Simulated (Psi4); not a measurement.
C$_{4}$H$_{4}$S, triplet, geometry from GFN2-xTB (a higher spin typed on purpose: for a closed-shell molecule this is an excited state); BLYP/STO-3G run with Psi4.

Input for Psi4:
```
memory 2 GB

molecule {
0 3
  C     0.35092478   -1.44730662    0.17002423
  C    -0.95647938   -1.13310453    0.21903019
  C    -1.19845781    0.28467556    0.04537170
  S     0.28246175    1.20363624   -0.18147496
  C     1.19697211   -0.29100648   -0.04441717
  H     0.77466952   -2.42903399    0.27239484
  H    -1.77115108   -1.81720929    0.36782085
  H    -2.14437716    0.78394528    0.04428006
  H     2.26371244   -0.27542949   -0.12095013
}

set basis sto-3g
set reference uks
set basis_guess sto-3g

energy('blyp')
print_variables()
```

It wrote (shortened):

```
  //>>>>>>>>>>>>>>>>>>>>>>>>>>>>>>>>>>>//
  //      Guess SCF, STO-3G Basis      //
  //<<<<<<<<<<<<<<<<<<<<<<<<<<<<<<<<<<<//

   => Loading Basis Set <=

    Name: STO-3G
    Role: ORBITAL
    Keyword: BASIS

         ---------------------------------------------------------
                           SCF Castup computation
         ---------------------------------------------------------
                                   SCF
               by Justin Turney, Rob Parrish, Andy Simmonett
                          and Daniel G. A. Smith
                              UKS Reference
         ---------------------------------------------------------

  ==> Geometry <==

    Molecular point group: c1
    Full point group: C1

    Geometry (in Angstrom), charge = 0, multiplicity = 3:

       Center              X                  Y                   Z               Mass
    ------------   -----------------  -----------------  -----------------  -----------------
         C            0.340658601587    -1.491053237645     0.176620007601    12.000000000000
         C           -0.966745558413    -1.176851147645     0.225625967601    12.000000000000
         C           -1.208723988413     0.240928942355     0.051967477601    12.000000000000
         S            0.272195571587     1.159889622355    -0.174879182399    31.972071174400
         C            1.186705931587    -0.334753097645    -0.037821392399    12.000000000000
         H            0.764403341587    -2.472780607645     0.278990617601     1.007825032230
         H           -1.781417258413    -1.860955907645     0.374416627601     1.007825032230
         H           -2.154643338413     0.740198662355     0.050875837601     1.007825032230
         H            2.253446261587    -0.319176107645    -0.114354352399     1.007825032230

  Running in c1 symmetry.

  Rotational constants: A =      0.27564  B =      0.16408  C =      0.10285 [cm^-1]
  Rotational constants: A =   8263.49338  B =   4918.87912  C =   3083.44534 [MHz]
  Nuclear repulsion =  198.807638981915574

  Charge       = 0
  Multiplicity = 3
  Electrons    = 44
  Nalpha       = 23
  Nbeta        = 21

  ==> Algorithm <==

  SCF Algorithm Type is DF.
  DIIS enabled.
  MOM disabled.
  Fractional occupation disabled.
  Guess Type is SAD.
  Energy threshold   = 1.00e-06
  Density threshold  = 1.00e-06
  Integral threshold = 1.00e-12

  ==> Primary Basis <==

  Basis Set: STO-3G
    Blend: STO-3G
    Number of shells: 21
[...]
  @DF-UKS Final Energy:  -546.45469748475239
    Total Energy =                       -546.4546974847523870
[...]
      Ntotal   =   44.0000133898 ; deviation = 1.339e-05

   @Spin Contamination Metric:   3.662039261E-03
   @S^2 Expected:                2.000000000E+00
   @S^2 Observed:                2.003662039E+00
   @S   Expected:                1.000000000E+00
   @S   Observed:                1.000000000E+00

    Orbital Energies [Eh]
    ---------------------

    Alpha Occupied:

[...]
    Alpha Virtual:

[...]
      33A      0.710865

    Beta Occupied:

[...]
    Beta Virtual:

[...]
    Final Occupation by Irrep:
              A
    DOCC [    21 ]
    SOCC [     2 ]
    NA   [    23 ]
    NB   [    21 ]

  @DF-UKS Final Energy:  -546.45469748503956

   => Energetics <=

    Nuclear Repulsion Energy =            198.8076389819155736
    One-Electron Energy =               -1147.4500958902535785
    Two-Electron Energy =                 451.0577974712260811
    DFT Exchange-Correlation Energy =     -48.8700380479277072
    Empirical Dispersion Energy =           0.0000000000000000
    VV10 Nonlocal Energy =                  0.0000000000000000
    Total Energy =                       -546.4546974850395600

  UHF NO Occupations:
  HONO-2 :   21  A 1.9993540
  HONO-1 :   22  A 1.0000000
  HONO-0 :   23  A 1.0000000
  LUNO+0 :   24  A 0.0006460
  LUNO+1 :   25  A 0.0005687
  LUNO+2 :   26  A 0.0002354
  LUNO+3 :   27  A 0.0001595

Computation Completed

Properties will be evaluated at   0.000000,   0.000000,   0.000000 [a0]

Properties computed using the SCF density matrix

 Multipole Moments:

 ------------------------------------------------------------------------------------
     Multipole            Electronic (a.u.)      Nuclear  (a.u.)        Total (a.u.)
 ------------------------------------------------------------------------------------

 L = 1.  Multiply by 2.5417464519 to convert [e a0] to [Debye]
 Dipole X            :          0.8526735           -0.8536118           -0.0009383
 Dipole Y            :          3.6331630           -3.6374417           -0.0042787
 Dipole Z            :         -0.5477848            0.5484253            0.0006405
 Magnitude           :                                                    0.0044270

 ------------------------------------------------------------------------------------

  Variable Map:
  ----------------------------------------------------------------------------
[...]
  Array Variable Map:
  ----------------------------------------------------------------------------
[...]
[...]
```
